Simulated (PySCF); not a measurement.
Mayer bond orders and bond lengths

Compound: C2H16Si5.
SMILES with atom numbers: `[CH3:1][SiH2:2][Si@H:3]([SiH3:4])[SiH2:5][CH2:6][SiH3:7]` (hydrogens: H8, H9, H10 on C1; H11, H12 on Si2; H13 on Si3; H14, H15, H16 on Si4; H17, H18 on Si5; H19, H20 on C6; H21, H22, H23 on Si7)

Cartesian coordinates in Å at the GFN2-xTB level; atoms count from 1:
```xyz
23
C2H16Si5 angstrom
C      3.1675   -0.2842   -1.2704
Si     1.9516    1.1372   -0.9354
Si     0.4436    0.4275    0.6980
Si     1.4950   -0.2104    2.6728
Si    -1.0355   -1.1837   -0.1117
C     -2.4285   -0.3958   -1.1451
Si    -3.7285    0.5755   -0.1640
H      3.9001   -0.0172   -2.0257
H      3.7104   -0.5564   -0.3694
H      2.6469   -1.1719   -1.6191
H      1.3276    1.4829   -2.2239
H      2.7570    2.3144   -0.5748
H     -0.3626    1.6268    1.0347
H      2.3913    0.8147    3.2151
H      2.3266   -1.4000    2.4619
H      0.5672   -0.5492    3.7547
H     -1.6673   -2.0138    0.9262
H     -0.3363   -2.1417   -0.9901
H     -1.9781    0.2656   -1.8864
H     -2.9377   -1.1769   -1.7107
H     -4.7446    1.1095   -1.0768
H     -4.3801   -0.3111    0.8028
H     -3.0905    1.6850    0.5473
```

Bond orders from the PBE0/pcSseg-1 density (PySCF). The structure is a single GFN2-xTB conformer in the gas phase; no vibrational or solvent corrections.

Where do the orders between heavy atoms depart from those drawn in the SMILES?

The largest departure is 0.136, at Si3–Si5 (drawn single, 0.864). Drawn single, order below 0.88: Si3–Si5 (0.864).

Give the Mayer order of every bond, beside its length.

| bond | drawn as | length (Å) | Mayer order |
| --- | --- | --- | --- |
| C1–Si2 | single | 1.900 | 0.945 |
| Si2–Si3 | single | 2.334 | 0.882 |
| Si3–Si4 | single | 2.326 | 0.898 |
| Si3–Si5 | single | 2.332 | 0.864 |
| Si5–C6 | single | 1.905 | 0.914 |
| C6–Si7 | single | 1.896 | 0.920 |
| C1–H8 | single | 1.086 | 0.961 |
| C1–H9 | single | 1.087 | 0.957 |
| C1–H10 | single | 1.086 | 0.957 |
| Si2–H11 | single | 1.473 | 0.936 |
| Si2–H12 | single | 1.471 | 0.941 |
| Si3–H13 | single | 1.484 | 0.918 |
| Si4–H14 | single | 1.466 | 0.933 |
| Si4–H15 | single | 1.467 | 0.926 |
| Si4–H16 | single | 1.465 | 0.937 |
| Si5–H17 | single | 1.471 | 0.947 |
| Si5–H18 | single | 1.476 | 0.941 |
| C6–H19 | single | 1.091 | 0.934 |
| C6–H20 | single | 1.091 | 0.936 |
| Si7–H21 | single | 1.467 | 0.948 |
| Si7–H22 | single | 1.465 | 0.947 |
| Si7–H23 | single | 1.464 | 0.945 |

By pair of heavy elements: C–Si: lowest Si5–C6 (0.914, 1.905 Å), highest C1–Si2 (0.945, 1.900 Å); in 1 of the 3 pairs the longer bond (by over 0.003 Å) has the higher order (by 0.02 or more). Si–Si: lowest Si3–Si5 (0.864, 2.332 Å), highest Si3–Si4 (0.898, 2.326 Å).

Sum the orders of all bonds at each heavy atom with more than one neighbour and set the sums beside the valence in the SMILES.

C1 3.820 (drawn 4), Si2 3.704 (drawn 4), Si3 3.562 (drawn 4), Si4 3.694 (drawn 4), Si5 3.666 (drawn 4), C6 3.704 (drawn 4), Si7 3.760 (drawn 4). Orders between atoms that aren't bonded are not in these sums.

Mayer orders depend on the basis set.

The run behind these numbers computed NMR shieldings as well. Hardware: one thread of an Arm Neoverse N1, no GPU, shared host with 64 logical CPUs at a one-minute load of 58. Cost: 98 s wall, 1.1 GiB resident at most.
